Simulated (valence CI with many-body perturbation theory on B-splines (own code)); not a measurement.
Which ion has this spectrum?

A relativistic CI+MBPT calculation for an atom or ion with 33 electrons gives these levels (cm⁻¹):

```
  J  Parity        E     g
3/2     odd        0  1.35
3/2     odd  1277672  1.46
5/2     odd  1328388  1.19
1/2     odd  1392887  0.66
3/2    even  1475226  0.78
5/2    even  1817177  1.21
5/2    even  2246340  1.46
1/2    even  2384263  2.07
3/2    even  2400299  1.18
3/2     odd  2679847  1.31
5/2    even  2744808  0.96
3/2    even  2750661  0.91
1/2    even  2751930  0.19
7/2    even  2796810  1.03
```

The energies are calculated, and their last digits are not significant.

(1) Which is it?
A. Au46+
B. Pb49+
C. Hg47+
D. Tl48+

Answers

(1) B. Pb49+, ground level (4s^2 4p1/2^2 4p3/2) J=3/2.
